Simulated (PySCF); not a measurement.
A run for PySCF: R-B3LYP/LANL2DZ on GeH4 (SMILES [GeH4]).

```python
from pyscf import gto, scf, dft, mp
from pyscf.data.elements import chemcore

mol = gto.M(
    atom='''
    Ge   -0.10624298   -0.02775185    4.09629202
    H     0.30290486   -1.43114426    3.62678277
    H    -1.44802948    0.35202098    3.45346545
    H     0.96587978    0.98481543    3.66860714
    H    -0.24621391   -0.01563516    5.62574801
    ''',
    basis='lanl2dz',
    ecp={'Ge': 'lanl2dz'},
    charge=0, spin=0, verbose=3, max_memory=1800)
mf = dft.RKS(mol, xc='b3lyp')
mf.conv_tol = 1e-8
mf.max_cycle = 100
mf.kernel()
if not mf.converged:
    mf = mf.newton().run(mf.mo_coeff, mf.mo_occ)
```

The log:

```
converged SCF energy = -6.14704239255194
```

The run converged.

Cost: very roughly 0.25 core-seconds.
